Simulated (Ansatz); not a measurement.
Z-matrix (Å, degrees):
```
C
C 1 1.3901
H 2 1.0896 1 126.47
C 1 1.4412 2 109.02 3 180.00
F 4 1.3314 1 121.73 2 -180.00
C 4 1.3663 5 122.80 1 -180.00
H 6 1.0875 4 128.06 5 0.00
B 1 1.5304 2 123.77 3 -0.01
H 8 1.2042 1 121.13 2 -179.98
H 8 1.2066 9 119.78 1 180.00
S 2 1.7152 3 120.03 1 -180.00
```
Charge 0, spin multiplicity 1.

Method: frozen-core CCSD(T)/cc-pVTZ // B3LYP-D3(BJ)/def2-SVP (Ansatz, a program for electronic structure). The restricted HF reference is unstable towards unrestricted orbitals.

```
Property                        Value
----------------------  -------------
HF energy               -675.53018 Ha
MP2 correlation energy    -1.14635 Ha
```

Question: Estimate the CCSD correlation energy, the (T) correction, the total energy and the T1 diagnostic.

Answer: 
```json
{
 "CCSD correlation energy": "-1.17475 Ha",
 "(T) correction": "-0.05932 Ha",
 "CCSD(T) total energy": "-676.76425 Ha",
 "T1 diagnostic": "0.014"
}
```
